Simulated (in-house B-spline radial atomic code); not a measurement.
The numbers below are computed, except where a source is named.
**Ni in an electron gas of r_s = 2.67: phase shifts, screening, friction and resistivity**

A nucleus sits in a uniform electron gas with a rigid positive background. The Kohn-Sham equations are solved self-consistently in the spin-unpolarised LDA (PW92), non-relativistic, on B-splines with outgoing waves at the boundary and partial waves to l = 8. The model has no lattice, no bands and no magnetic solution. Atomic units; δ_l are the phase shifts at the Fermi level, counted so that each bound state adds π, and good to about 0.0005.

The density parameter is r_s = 2.67 bohr, near that of the valence electrons of Cu (1 per atom, density 8.96 g/cm³, mass 63.55 u, which gives r_s = 2.67).

| l | δ_l (rad) |
| --- | --- |
| 0 | 9.6280 |
| 1 | 6.5431 |
| 2 | 2.9458 |
| 3 | -0.0014 |
| 4 | 0.0004 |
| 5 | -0.0001 |
| 6 | 0.0000 |
| 7 | -0.0001 |
| 8 | -0.0001 |

Bound levels below the band bottom (hartree): s -297.3, s -34.71, p -30.27, s -3.38, p -2.029.

**Question.** Check the Friedel sum rule, and say where the screening charge sits.

**Answer.** k_F = (9π/4)^(1/3)/r_s = 0.71879. The rule is Z = (2/π) Σ (2l + 1) δ_l. The terms are s 6.129, p 12.496, d 9.377, f -0.006 and -0.000 beyond, in all 27.996 against Z = 28. Bound states hold 6 s, 12 p, 0 d electrons, so the scattering states carry 10.00 in all.

**Question.** Find the transport cross section and the electronic stopping of a 1 keV Ni ion (mass 58.69 u).

**Answer.** σ_tr = (4π/k_F²) Σ (l + 1) sin²(δ_l − δ_(l+1)). The terms for l = 0 to 3 are 0.0032, 0.3874, 0.1119, 0.0000, all together 0.5025, so σ_tr = 24.323 × 0.5025 = 12.223 bohr². With n = 3/(4π r_s³) = 0.01254, the friction coefficient is Q = n k_F σ_tr = 0.1102. For v well below v_F = 0.719, dE/dx = Q v; with 24801 eV per u at v = 1, v = √(1000/(24801 × 58.69)) = 0.0262, so dE/dx = 0.00289 hartree/bohr = 1.49 eV/nm. The largest term couples the p and d waves.

**Question.** What residual resistivity would 1 atomic per cent of such centres give in Cu?

**Answer.** Δρ = k_F n_i σ_tr/n in atomic units of 21.74 μΩ·cm. With one host atom per 1 electron, n_i/n = 0.01/1, so Δρ = 0.7188 × 0.01000 × 12.223 × 21.74 = 1.91 μΩ·cm. This is an atom added to the gas, as on an interstitial site.

**Question.** On a substitutional site the background of one host ion, a sphere holding 1 charge, is taken out. The phase shifts for l = 0 to 4 become 9.3875, 6.3202, 2.8317, -0.0121, -0.0012. What follows?

**Answer.** The Friedel sum is now 26.99, for Z − 1 = 27. The sum in σ_tr is 0.4954, so σ_tr = 12.05 bohr² and Δρ = 1.88 μΩ·cm per atomic per cent, 0.99 times the value above. A real host ion scatters too, so this model doesn't give zero even for the host's own atom.
